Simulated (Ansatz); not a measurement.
Reaction (ligand exchange at the Si–O bond): `CO[SiH](F)O[SiH2]F` + `N[SiH2][SiH3]` → `F[SiH2]N[SiH2][SiH3]` + `CO[SiH](O)F`

Isolated molecules relaxed with PBE0-D4/def2-TZVP in Ansatz; ΔE leaves out vibrations. CBS: MP2 limit from def2 TZ/QZ plus the TZ coupled-cluster correction, frozen cores. This one scheme is used for every species. Functionals use def2-TZVPP. B3LYP here is the variant with VWN-RPA as its local correlation; programs differ in this. Each species was taken in one conformer, which may not be the lowest.

```tsv
level	ΔE (kcal/mol)	difference from CCSD(T)/CBS
PBE-D4	9.3	-1.8
r2SCAN-D4	11.1	0.0
PBE0-D4	10.2	-0.9
B3LYP-D4	11.7	0.6
ωB97X-V	11.1	0.0
ωB97M-V	10.9	-0.2
B2PLYP	11.5	0.4
PBE	9.3	-1.8
r2SCAN	11.0	-0.1
PBE0	10.1	-1.0
B3LYP	11.6	0.5
HF/def2-TZVPP	14.2	3.1
MP2/def2-TZVPP	10.8	-0.3
SCS-MP2/def2-TZVPP	11.4	0.3
CCSD/def2-TZVPP	11.5	0.4
CCSD(T)/def2-TZVPP	11.0	-0.1
HF/def2-QZVPP	14.6	3.5
MP2/def2-QZVPP	11.0	-0.1
SCS-MP2/def2-QZVPP	11.6	0.5
HF/CBS(def2)	14.7	3.6
MP2/CBS(def2)	10.9	-0.2
CCSD/CBS(def2)	11.6	0.5
CCSD(T)/CBS	11.1	0
```

Largest T1 diagnostic among the species: 0.012.

From PBE to PBE0 (25 % exact exchange), in def2-TZVPP and without D4, ΔE moves by +0.8 kcal/mol. In def2-TZVPP, CCSD(T) changes the Hartree–Fock value by −3.3 kcal/mol (the triples alone add −0.5 kcal/mol) and MP2 by −3.5 kcal/mol.
